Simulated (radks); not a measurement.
Q: These are the eigenvalues of the occupied orbitals of an atom or ion with whole-number occupations (eV). Calculated with a radial shooting solver on a logarithmic mesh with Libxc functionals: Dirac Kohn-Sham, PBE, spin-unpolarised, spherical densities, point nucleus.

| orbital | eigenvalue |
|---|---|
| 1s1/2 | -46647.28 |
| 2s1/2 | -7629.981 |
| 2p1/2 | -7232.286 |
| 2p3/2 | -6629.409 |
| 3s1/2 | -1681.943 |
| 3p1/2 | -1510.934 |
| 3p3/2 | -1388.852 |
| 3d3/2 | -1092.540 |
| 3d5/2 | -1066.027 |
| 4s1/2 | -344.7914 |
| 4p1/2 | -279.2444 |
| 4p3/2 | -252.4596 |
| 4d3/2 | -144.6737 |
| 4d5/2 | -139.8905 |
| 5s1/2 | -56.5681 |
| 5p1/2 | -39.0155 |
| 5p3/2 | -35.4542 |
| 4f5/2 | -16.0022 |
| 4f7/2 | -15.4574 |

Which element is it, and in what charge state? The configuration may be excited. Open shells, if any, are shared by 2j + 1.

A: Z = 62, samarium, charge +2: Sm2+ in [Xe] 4f6. The list shows which subshells hold electrons but not how many an open one holds; the 1s level, -1714.3 hartree, gives Z - s = 58.6 by -(Z - s)^2/2, which with screening and relativity narrows Z to a few neighbours, and the depths of the outer levels then fix element, charge and occupations together.
